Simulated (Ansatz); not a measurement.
Geometry optimisation, RKS r2SCANh-D4/def2-SVP in Ansatz.

Input:

```yaml
crystal:
  periodic: [false, false, false]
  atoms:
    - { symbol: Ge, position_ang: [-0.249931, -0.169748, -0.407426] }
    - { symbol: H, position_ang: [-0.130286, 0.878612, 2.140222] }
    - { symbol: H, position_ang: [0.933433, -0.756015, 0.359987] }
    - { symbol: H, position_ang: [-0.168635, 1.355169, -0.513672] }
    - { symbol: H, position_ang: [-0.358299, -0.801735, -1.805636] }
    - { symbol: O, position_ang: [-1.729617, -0.595529, 0.476138] }
    - { symbol: Si, position_ang: [-3.243746, -1.101959, 0.034719] }
    - { symbol: H, position_ang: [-3.200018, -2.456238, -0.592408] }
    - { symbol: H, position_ang: [-4.085743, -1.157361, 1.259429] }
    - { symbol: H, position_ang: [-3.864361, -0.157937, -0.94337] }
    - { symbol: H, position_ang: [-0.755698, 0.52994, 2.117115] }
basis:
  gaussian: { orbitals: def2-SVP }
hamiltonian:
  xc: r2scanh
  dispersion: d4
relax:
  f_tol: 0.03
  max_steps: 50
```

Command:

```bash
$ ansatz run input.yaml --threads 4 --pin off --max-ram 5120MiB --backend cpu --events-out ev --progress --plain --runs-dir out
```

Question: Where does it end, and by what steps?

Answer: The forces met the threshold. The force dipped under the threshold on the way, but the program's further checks kept it going. After 18 steps the energy has fallen by 0.138 eV; H2 moved furthest, 1.18 Å.

```
step  energy less start (eV)  largest force component (eV/Å)  accepted
   0                  0.0000                           1.490       yes
   1                 -0.0884                           0.097       yes
   2                 -0.1131                           0.087       yes
   3                 -0.1199                           0.111       yes
   4                 -0.1228                           0.125       yes
   5                 -0.1252                           0.041       yes
   6                 -0.1225                           0.390        no
   7                 -0.1264                           0.056       yes
   8                 -0.1280                           0.080       yes
   9                 -0.1280                           0.245       yes
  10                 -0.1299                           0.091       yes
  11                 -0.1313                           0.009       yes
  12                 -0.1328                           0.088       yes
  13                 -0.1341                           0.044       yes
  14                 -0.1351                           0.012       yes
  15                 -0.1361                           0.122       yes
  16                 -0.1367                           0.082       yes
  17                 -0.1373                           0.021       yes
  18                 -0.1377                           0.026       yes
```

```xyz
11
Properties=species:S:1:pos:R:3
Ge -0.129 -0.353 -0.790
H -0.879 0.972 3.043
H 1.124 -0.441 0.081
H -0.331 1.058 -1.361
H -0.114 -1.398 -1.916
O -1.490 -0.723 0.294
Si -3.120 -0.961 0.117
H -3.395 -2.065 -0.852
H -3.683 -1.321 1.446
H -3.794 0.275 -0.386
H -1.042 0.526 2.450
```

Whether the end is a true minimum wasn't checked by a vibrational analysis.

The run took 44 s on 4 threads of Arm Neoverse V1, with other jobs on the host, peak memory 0.26 GiB.
